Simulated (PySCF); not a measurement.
**Correlation energy of Sb (antimony, neutral)**

[Kr] 4d10 5s2 5p3, high-spin 4S determinant. Calculation: PySCF 2.14, in cc-pVDZ-PP with ECP28MDF (4s3p2d, 23 functions); a scalar-relativistic core potential. Frozen: 4s2 4p6 4d10; 5 electrons correlated.

MP2 pair energies summed by pair of shells (mhartree):

```csv
pair,energy,share (%)
5s-5p,-29.85,64.7
5p-5p,-10.33,22.4
5s-5s,-5.95,12.9
```

Total MP2 correlation energy: -46.14 mhartree.

Same-spin part -12.54 and opposite-spin part -33.60 mhartree; SCS-MP2 scales them by 1/3 and 6/5 to -44.50 mhartree.

```json
{"level": "CCSD", "correlation energy (mhartree)": "-58.98"}
{"level": "(T)", "correlation energy (mhartree)": "-0.59"}
{"level": "CCSD(T)", "correlation energy (mhartree)": "-59.57"}
```

Diagnostics: T1 = 0.0031, D1 = 0.0084, largest double amplitude 0.059.

Q: Is a single reference adequate?

A: Yes, within this model without spin-orbit coupling: T1 lies below 0.03 and no double amplitude reaches 0.07.
